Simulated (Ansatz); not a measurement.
Gas-phase electronic energies from Ansatz, PBE0-D4/def2-TZVP geometries. CCSD(T)/CBS adds triple-zeta CCSD(T) − MP2 to the extrapolated MP2 energy (def2 sets, frozen cores). This one scheme is used for every species. DFT in def2-TZVPP. Each species was taken in one conformer, which may not be the lowest.

Reaction (hydrogenolysis of the Si–S bond): `C=C[SiH](O)S[SiH2]O` + H₂ → `C=C[SiH2]O` + `O[SiH2]S`

`C=C[SiH](O)S[SiH2]O`:

```xyz
15

C     0.494    2.164    2.120
C     1.079    1.002    1.846
Si    0.739   -0.014    0.342
O     0.505   -1.565    0.820
S    -0.999    0.791   -0.647
Si   -1.036   -0.650   -2.205
O    -1.171   -2.191   -1.609
H    -0.259    2.596    1.467
H     0.738    2.735    3.011
H     1.824    0.619    2.543
H     1.854    0.044   -0.640
H     0.183   -2.160    0.133
H     0.234   -0.676   -2.960
H    -2.193   -0.297   -3.063
H    -1.993   -2.399   -1.159
```

H₂:

Cartesian coordinates in Å:
```
H 0.292 -0.058 0.225
H -0.292 0.058 -0.225
```

`C=C[SiH2]O`:

Cartesian coordinates in Å:
```
C -0.282 0.554 1.518
C 0.578 -0.143 0.781
Si 0.252 -0.594 -0.991
O -1.124 0.122 -1.550
H -1.234 0.887 1.114
H -0.081 0.817 2.553
H 1.516 -0.457 1.240
H 1.434 -0.197 -1.810
H 0.034 -2.054 -1.138
H -1.092 1.065 -1.716
```

`O[SiH2]S`:

```xyz
7

O     0.401   -1.442   -0.137
Si    0.278    0.169   -0.431
S    -0.698    1.245    1.131
H     0.771   -1.706    0.707
H     1.601    0.836   -0.519
H    -0.469    0.258   -1.704
H    -1.885    0.640    0.954
```

CCSD(T)/CBS gives +66.3 kJ/mol.

Task: Another level gave +24.4 kJ/mol. Which?
A. PBE0-D4/def2-TZVPP
B. MP2/def2-TZVPP
C. HF/def2-TZVPP
D. ωB97X-V/def2-TZVPP

Result: C. HF/def2-TZVPP 24.4, PBE0-D4 68.4, MP2/def2-TZVPP 72.9, ωB97X-V 61.0 kJ/mol.

Largest T1 diagnostic among the species: 0.012.

In def2-TZVPP, CCSD(T) changes the Hartree–Fock value by +36.7 kJ/mol (the triples alone add +8.6 kJ/mol) and MP2 by +48.5 kJ/mol. The D4 term adds +23.2 kJ/mol with B3LYP and +12.9 kJ/mol with PBE0; it sums over pairs of atoms, weighted by their polarisabilities, and B3LYP, whose exchange is more repulsive, gets the larger term.

B3LYP here is the variant with VWN-RPA as its local correlation; programs differ in this.
